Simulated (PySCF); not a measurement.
Al(H)(F)(OEt) (C₂H₆AlFO), SMILES [F][AlH][O]CC.

Geometry optimised at B3LYP-D3(BJ)/def2-SVP. The structure was generated by enumeration; whether it is a known compound was not checked. One conformer was computed; it need not be the lowest.

Two levels are set side by side: TDA-PBE/def2-SVPD (PySCF) and TDA-ωB97X/def2-SVPD (PySCF). Vertical, same geometry. The lowest singlet is HOMO→LUMO 99 % with PBE and HOMO→LUMO 93 % with the other functional; states are paired by order. Differences are taken from unrounded values.

```json
[
 {"quantity": "lowest singlet excitation (eV)", "TDA-ωB97X": "7.02"},
 {"quantity": "lowest triplet excitation (TDA) (eV)", "TDA-ωB97X": "6.75"},
 {"quantity": "first bright state (f over 0.05) (eV)", "TDA-ωB97X": "7.69"},
 {"quantity": "its oscillator strength", "TDA-ωB97X": "0.10"}
]
```

Question: What does TDA-PBE give, and how far is it from TDA-ωB97X? (An estimate is asked for; the answer gives what the named calculation found.)

Answer: 
```
quantity                               TDA-PBE  TDA-PBE minus TDA-ωB97X
-------------------------------------  -------  -----------------------
lowest singlet excitation (eV)            5.64                    -1.38
lowest triplet excitation (TDA) (eV)      5.34                    -1.41
first bright state (f over 0.05) (eV)     6.04                    -1.64
its oscillator strength                   0.07                    -0.03
```

A lower first singlet is the usual sign of a functional without exact exchange. Differences between two approximate levels are no errors against the true value.

Rough cost on one machine, each run with all the roots and properties that it gave: TDA-ωB97X against TDA-PBE about 4 times.
